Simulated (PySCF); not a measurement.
PySCF input:

```python
from pyscf import gto, scf, mp, cc as ccmod

mol = gto.M(
    atom='''
    Al   -0.00000000   -0.00000000   -0.11870982
    H     0.00000000    0.00000000    1.54322771
    ''',
    basis='cc-pvdz',
    charge=0,
    spin=0,
    verbose=4,
)

mf = scf.RHF(mol)
mf.conv_tol = 1e-10
mf.max_cycle = 100
mf.kernel()
mp2 = mp.MP2(mf, frozen=5).run()
cc = ccmod.CCSD(mf, frozen=5)
cc.max_cycle = 100
cc.kernel()
et = cc.ccsd_t()
print(f'E(CCSD(T)) = {cc.e_tot + et:.9f}')
```

Task: What final total energy does it print?

Result: -242.52860 Eh (CCSD(T)/cc-pVDZ).
